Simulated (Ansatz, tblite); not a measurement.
Spin states of Cr(SH)2 (CrH2S2), formally d⁴, each relaxed with PBE-D4/def2-TZVP in Ansatz. Electronic energies in the gas phase.

The xTB rows come from tblite. Correlated methods freeze 15 core orbitals; core or outer-core shells of Cr are correlated, in sets that lack core-valence functions.

Singlet geometry (C2v within 0.1 Å):

```xyz
5

Cr    0.015    0.009    0.163
S     1.300    0.834   -1.086
H     0.850   -1.174    0.821
S    -1.468   -0.928   -0.740
H    -0.696    1.260    0.842
```

Quintet geometry (C2h within 0.1 Å):

```
atom   x (Å)   y (Å)   z (Å)
 Cr1   0.000   0.003  -0.001
  S2   1.215   0.105   1.895
  H3   1.275   1.463   1.924
  S4  -1.218  -0.107  -1.896
  H5  -1.272  -1.464  -1.922
```

Run but left out: HF/STO-3G, B2PLYP/def2-TZVP (singlet: restricted singlet, unstable in another Hartree–Fock run and untested here); HF/def2-TZVP, MP2/def2-TZVP (singlet: restricted singlet, unstable towards broken spin symmetry); HF/def2-TZVPP, MP2/def2-TZVPP, CCSD/def2-TZVPP, CCSD(T)/def2-TZVPP (flagged by the program: large difference).

The triplet was relaxed too but is left out (at the level of its geometry, ⟨S²⟩ 3.02, where a pure state has 2.00); at PBE0-D4/def2-TZVP it lies 1.39 eV above the lowest shown. The quintet has other bonds than the singlet, so the gap mixes isomer and spin.

**Question.** Estimate which spin state lies lowest at each of these levels, and by how much: GFN1-xTB; GFN2-xTB; LDA (SPW92)/def2-TZVP; PBE-D4/def2-TZVP; revPBE-D4/def2-TZVP; BLYP-D4/def2-TZVP; r2SCAN-D4/def2-TZVP; PBE0-D4/def2-TZVP; r2SCAN0-D4/def2-TZVP; RPA@PBE/def2-TZVP.

**Answer.** 
| level | quintet − singlet (kJ/mol) | lowest of these | remarks |
| --- | --- | --- | --- |
| GFN1-xTB | 166.3 | singlet | – |
| GFN2-xTB | 268.5 | singlet | – |
| LDA (SPW92)/def2-TZVP | -33.3 | quintet | restricted SCF unstable in HF (singlet), spin-contaminated (⟨S²⟩ 6.15) (quintet) |
| PBE-D4/def2-TZVP | -89.2 | quintet | spin-contaminated (⟨S²⟩ 6.15) (quintet) |
| revPBE-D4/def2-TZVP | -101.4 | quintet | restricted SCF unstable in HF (singlet), spin-contaminated (⟨S²⟩ 6.16) (quintet) |
| BLYP-D4/def2-TZVP | -62.7 | quintet | restricted SCF unstable in HF (singlet) |
| r2SCAN-D4/def2-TZVP | -176.7 | quintet | restricted SCF unstable in HF (singlet), spin-contaminated (⟨S²⟩ 6.18) (quintet) |
| PBE0-D4/def2-TZVP | -309.3 | quintet | restricted SCF unstable in HF (singlet), spin-contaminated (⟨S²⟩ 6.14) (quintet) |
| r2SCAN0-D4/def2-TZVP | -372.0 | quintet | restricted SCF unstable in HF (singlet), spin-contaminated (⟨S²⟩ 6.14) (quintet) |
| RPA@PBE/def2-TZVP | -143.1 | quintet | spin-contaminated (⟨S²⟩ 6.15) (quintet) |

Change of the quintet − singlet gap on mixing in exact exchange, in kJ/mol: PBE to PBE0 (25 % exact exchange) -220.1; r2SCAN to r2SCAN0 (25 % exact exchange) -195.3. The xTB methods have no term that favours high spin, so they put low spin too low.

```
  state  donor atoms  mean metal–ligand distance (Å)  range (Å)  Mulliken spin on the metal (PBE0)
singlet            4                           1.782  1.59–1.97                                  0
quintet            2                           2.254  2.25–2.25                               4.43
```

⟨S²⟩ at PBE0-D4/def2-TZVP: singlet 0.00 (pure 0.00), quintet 6.14 (pure 6.00).
